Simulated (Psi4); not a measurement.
A dimer, HF ··· C2H6 (SMILES F and CC), singlet; the first 2 atoms form monomer A.

```
10

F      0.4622     0.0000     0.0000
H     -0.4622     0.0000     0.0000
C     -2.7294     0.0914    -0.0473
C     -2.6997    -1.3060     0.5656
H     -3.7541     0.4351    -0.2023
H     -2.2253     0.1110    -1.0155
H     -2.2321     0.8184     0.5978
H     -3.2038    -1.3256     1.5339
H     -1.6751    -1.6498     0.7206
H     -3.1971    -2.0330    -0.0795
```

Question: What interaction energy does SAPT0/jun-cc-pVDZ, frozen core in Psi4 give, and which attractive term is the largest?

Answer: Total -1.85 kJ/mol: electrostatics -4.66, exchange 14.89, induction -6.41, dispersion -5.67. The most attractive term is induction.
